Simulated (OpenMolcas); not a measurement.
An OpenMolcas run meant for Cl³⁺ (ANO-R2, X2C; inactive shells 1s 2s 2p; intended active space 4 electrons in 4 orbitals (3s 3p)). One step of its input:

```
&RASSCF
FileOrb=start.orb
Symmetry=1
Spin=3
nElAct=4 0 0
Inactive=2 3
Ras2=1 3
CIRoot=6 6 1
SDav=6
CIMx=300
Iter=87 100
PrWF=0.3
OrbListing=Nothing
MaxOrb=0
Atom
CIOnly
>>> COPY $Project.JobIph JOB001
```

Lines from the output:

```
--- SEWARD ---
Basis set label: CL.ANO-R...5S4P3D1F.

      Electronic valence basis set:
      ------------------
      Associated Effective Charge  17.000000 au
      Associated Actual Charge     17.000000 au
      Nuclear Model: Finite nucleus - Gaussian distribution
        Gaussian exponent, Xi/bohr**(-2):  3.84638E+08

      Shell  nPrim  nBasis  Cartesian Spherical Contaminant
         s      17       5        X
         p      11       4        X
         d       7       3                 X
         f       5       1                 X
                  Relativistic X2C integrals
                  Atomic mean-field integrals
--- RASSCF ---

 Nr of active orbitals     NAC=   4
 Spin degeneracy         ISPIN=   3
 There can be no such wave function.
 ************************************************
--- Stop Module: rasscf at  /rc=_RC_INPUT_ERROR_ ---
.####################.
.# User input error #.
.####################.
```

Problem. What is wrong with the input?

Solution. A keyword is misspelt. OpenMolcas reads the first four letters of a keyword, so the setting is refused or falls back to its default.
